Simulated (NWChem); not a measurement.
Species: CH₄O₄Si; SMILES O=C[Si](O)(O)O

```xyz
10

O      0.0097    -2.3147     0.0938
C      0.5666    -1.3420     0.5847
Si     0.0060     0.3915    -0.0172
O      1.3560     1.0659    -0.6741
O     -1.2315     0.0383    -1.0511
O     -0.5583     1.4076     1.1601
H      1.3676    -1.4992     1.3427
H      1.3209     2.0106    -0.8824
H     -1.2579    -0.9213    -1.2182
H     -1.5215     1.4048     1.2602
```
Atoms are numbered in this order, from 1.

All runs: NWChem. Medium grid unless said otherwise, to which SCAN and Minnesota functionals are sensitive. Coordinates come from a B3LYP/6-31G* (spherical d) optimisation. Total energies of different functionals are on different scales.

```tsv
level	energy (Ha)	highest occupied level (eV)	orbital gap (eV)	dipole (D)
B3LYP/def2-SVP	-630.6835	-6.91	5.11	1.71
PBE/def2-SVP	-630.1552	-5.54	2.83	1.65
B97-2/def2-SVP	-630.5578	-6.94	5.24	1.73
MPW1K/def2-SVP	-630.5497	-8.43	7.59	1.80
KT2/def2-SVP	-638.1246	-5.75	3.09	1.65
M05-2X/def2-SVP	-630.6191	-8.74	8.37	1.79
PW91/def2-SVP	-630.5441	-5.61	2.84	1.65
M06-L/def2-SVP	-630.6219	-5.97	3.49	1.73
BLYP/def2-SVP	-630.5986	-5.42	2.91	1.65
B97-D/def2-SVP	-630.4562	-5.61	2.99	1.69
```
